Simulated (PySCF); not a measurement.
**Electron correlation in V (vanadium, neutral)**

[Ar] 3d3 4s2, high-spin 4F determinant. Calculation: PySCF 2.14, in aug-cc-pVTZ; no relativity, point nucleus. Frozen: [Ar]; 5 electrons correlated.

```tsv
level	correlation energy (mhartree)
CCSD	-74.76
(T)	-2.78
CCSD(T)	-77.54
```

Diagnostics: T1 = 0.026, D1 = 0.0698, largest double amplitude 0.063.

Cost of the coupled-cluster step: about 25 core-seconds, for 5 correlated electrons.

Iterations:

```
CC2 = 0
CCSD nocc = (np.int64(4), np.int64(1)), nmo = (84, 84)
frozen orbitals [[0, 1, 2, 3, 4, 5, 6, 7, 8], [0, 1, 2, 3, 4, 5, 6, 7, 8]]
max_cycle = 100
direct = 0
conv_tol = 1e-08
conv_tol_normt = 1e-06
diis_space = 8
diis_start_cycle = 0
Init t2, MP2 energy = -0.0607160830732738
Init E_corr(UCCSD) = -0.0607160830785446
cycle = 1  E_corr(UCCSD) = -0.0687341571660404  dE = -0.00801807409  norm(t1,t2) = 0.0683748
cycle = 2  E_corr(UCCSD) = -0.0719631809258263  dE = -0.00322902376  norm(t1,t2) = 0.0326828
cycle = 3  E_corr(UCCSD) = -0.0746585971582575  dE = -0.00269541623  norm(t1,t2) = 0.0171461
cycle = 4  E_corr(UCCSD) = -0.0746797231449016  dE = -2.11259866e-05  norm(t1,t2) = 0.00303841
cycle = 5  E_corr(UCCSD) = -0.0747167376643927  dE = -3.70145195e-05  norm(t1,t2) = 0.00190176
cycle = 6  E_corr(UCCSD) = -0.074768645390389  dE = -5.1907726e-05  norm(t1,t2) = 0.00112722
cycle = 7  E_corr(UCCSD) = -0.0747521876087204  dE = 1.64577817e-05  norm(t1,t2) = 0.000403471
cycle = 8  E_corr(UCCSD) = -0.0747624276780551  dE = -1.02400693e-05  norm(t1,t2) = 0.000139929
cycle = 9  E_corr(UCCSD) = -0.0747604933768192  dE = 1.93430124e-06  norm(t1,t2) = 5.94521e-05
cycle = 10  E_corr(UCCSD) = -0.0747600850370005  dE = 4.08339819e-07  norm(t1,t2) = 2.63104e-05
cycle = 11  E_corr(UCCSD) = -0.0747600188442675  dE = 6.6192733e-08  norm(t1,t2) = 1.21329e-05
cycle = 12  E_corr(UCCSD) = -0.0747601222663715  dE = -1.03422104e-07  norm(t1,t2) = 5.45026e-06
cycle = 13  E_corr(UCCSD) = -0.0747600942297374  dE = 2.80366341e-08  norm(t1,t2) = 2.77745e-06
cycle = 14  E_corr(UCCSD) = -0.0747600688762088  dE = 2.53535286e-08  norm(t1,t2) = 1.26438e-06
cycle = 15  E_corr(UCCSD) = -0.0747600810575487  dE = -1.21813399e-08  norm(t1,t2) = 7.11317e-07
cycle = 16  E_corr(UCCSD) = -0.0747600862732463  dE = -5.21569768e-09  norm(t1,t2) = 3.66704e-07
UCCSD converged
E(UCCSD) = -942.966815710036  E_corr = -0.07476008627324635
UCCSD(T) correction = -0.00277619472564854
```
